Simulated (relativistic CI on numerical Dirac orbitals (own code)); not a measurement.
Sensitivity of the levels of Hf7+ to α and to the nuclear radius

These numbers are calculated, not measured: Dirac-Coulomb-Breit CI, KLI orbitals optimised for each configuration, derivatives by finite differences, unscaled Slater integrals, QED left out (own radial code, finite nucleus).

Configurations in the expansion (outside the closed core [Kr] 4d10): 4f13 5s2 5p4, 4f11 5s2 5p6, 4f12 5s2 5p5, 4f14 5s2 5p3, 4f13 5s 5p5, 4f13 5s2 5p3 5d, 4f12 5s 5p6, 4f13 5p6. Levels of other configurations are missing.

With x = (α/α₀)² − 1 an excitation energy changes as ω = ω₀ + qx; K = 2q/ω₀ is the relative enhancement. Terms are leading LS components, so labels can repeat. The field-shift factor is F = δν/δ⟨r²⟩ for the transition from the lowest level.

Lowest level 4f11 5s2 5p6 4I°_15/2.

```
                Level  ω₀ (cm⁻¹)  q (cm⁻¹)      K  F (GHz/fm²)
4f11 5s2 5p6 4I°_13/2    11610.0     11360   1.96        0.575
4f11 5s2 5p6 4I°_11/2    17184.2     10900   1.27        0.585
 4f11 5s2 5p6 4I°_9/2    20009.4      4538  0.454         0.44
4f12 5s2 5p5 4H°_13/2    20599.2     76540   7.43          -19
4f12 5s2 5p5 2H°_11/2    22476.6     76500   6.81        -18.8
4f12 5s2 5p5 4I°_15/2    22936.7     74980   6.54        -18.8
 4f11 5s2 5p6 4F°_9/2    25763.7     28050   2.18        -3.85
 4f12 5s2 5p5 2G°_9/2    26821.1     58880   4.39        -14.3
4f12 5s2 5p5 2H°_11/2    28429.9     75430   5.31          -18
 4f11 5s2 5p6 4S°_3/2    30874.8      1774  0.115        0.494
4f11 5s2 5p6 2H°_11/2    31491.1     14500  0.921       -0.242
 4f12 5s2 5p5 2D°_5/2    31602.4     76260   4.83          -19
4f12 5s2 5p5 4H°_11/2    34251.4     84080   4.91        -18.3
 4f12 5s2 5p5 4G°_9/2    34586.0     86800   5.02        -18.3
 4f11 5s2 5p6 4F°_7/2    34838.2     43350   2.49        -8.52
 4f11 5s2 5p6 4F°_7/2    35764.5     46050   2.58        -9.42
 4f12 5s2 5p5 2G°_9/2    36062.9     83540   4.63        -18.8
 4f11 5s2 5p6 4F°_5/2    37930.9     10650  0.561        0.775
 4f11 5s2 5p6 4F°_3/2    38228.6     11310  0.592        0.817
4f12 5s2 5p5 4I°_13/2    40449.7     87310   4.32        -18.4
 4f11 5s2 5p6 4F°_9/2    40524.4     19140  0.945        0.855
 4f12 5s2 5p5 2G°_7/2    41119.2     89990   4.38        -18.3
 4f12 5s2 5p5 4G°_7/2    42368.7     85530   4.04        -18.2
```

At this charge configurations can still be misplaced by up to about 7 % of their energy. Terms inside the open d or f shell come out 10 to 20 % too wide with unscaled integrals. Levels and lines within the n = 5 or 6 shells can be off by up to 10 % or somewhat more, and those that change n by about 2 %, since core polarisation is missing. Levels that differ in their count of f electrons can be misplaced by several ten thousand cm⁻¹, since the correlation energy of f electrons is missing or only estimated; rates across such gaps can be off by orders of magnitude. The computed lowest level isn't the tabulated ground level, which NIST ASD gives as 4f13 5p4 °.
